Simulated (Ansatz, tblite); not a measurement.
Cost and result up the ladder for Ge(vinyl)3(nBu) (C₁₀H₁₈Ge) (29 atoms). Charge 0, multiplicity 1. Geometry: PBE0-D4/def2-SVP.

```xyz
29

Ge    0.181   -0.967    0.137
C     1.577   -2.182   -0.462
C     1.997   -3.226    0.260
H     2.034   -2.005   -1.444
H     1.576   -3.448    1.247
H     2.781   -3.905   -0.097
C    -0.088   -1.206    2.050
C    -1.126   -1.869    2.570
H     0.658   -0.780    2.735
H    -1.898   -2.316    1.932
H    -1.256   -1.996    3.651
C    -1.475   -1.414   -0.784
C    -1.651   -2.554   -1.458
H    -2.308   -0.700   -0.736
H    -0.857   -3.306   -1.533
H    -2.595   -2.793   -1.964
C     0.687    0.891   -0.231
C    -0.374    1.907    0.187
C     0.035    3.367   -0.002
C     0.279    3.770   -1.448
H     1.636    1.087    0.299
H     0.911    0.968   -1.307
H    -1.306    1.721   -0.377
H    -0.634    1.747    1.248
H    -0.751    4.011    0.427
H     0.944    3.565    0.595
H     0.523    4.840   -1.530
H     1.115    3.210   -1.896
H    -0.612    3.584   -2.070
```

Ansatz on 4 threads of Arm Neoverse V1 on a shared host; xTB runs through tblite on one thread. Times are rough, summed over both states, and most runs start from the orbitals of an earlier one. PBE0-D4/def2-SVP serves as the yardstick here, not as an exact answer. The other state is a triplet.

The xTB rows come from tblite.

xTB has no spin-polarisation term.

| level | functions | wall time |
| --- | --- | --- |
| GFN2-xTB | 67 | 0.047 s |
| GFN1-xTB | 85 | 0.063 s |
| PBE-D4/def2-SVP | 262 | 16 s |
| PBE0-D4/def2-SVP | 262 | 30 s |

(1) Estimate what each level gives for the vertical triplet (eV).

Answers

(1) 
```json
{"level": "GFN2-xTB", "vertical triplet (eV)": "4.58", "difference from PBE0-D4/def2-SVP (eV)": "0.38"}
{"level": "GFN1-xTB", "vertical triplet (eV)": "4.60", "difference from PBE0-D4/def2-SVP (eV)": "0.39"}
{"level": "PBE-D4/def2-SVP", "vertical triplet (eV)": "4.38", "difference from PBE0-D4/def2-SVP (eV)": "0.17"}
{"level": "PBE0-D4/def2-SVP", "vertical triplet (eV)": "4.21", "difference from PBE0-D4/def2-SVP (eV)": "0.00"}
```
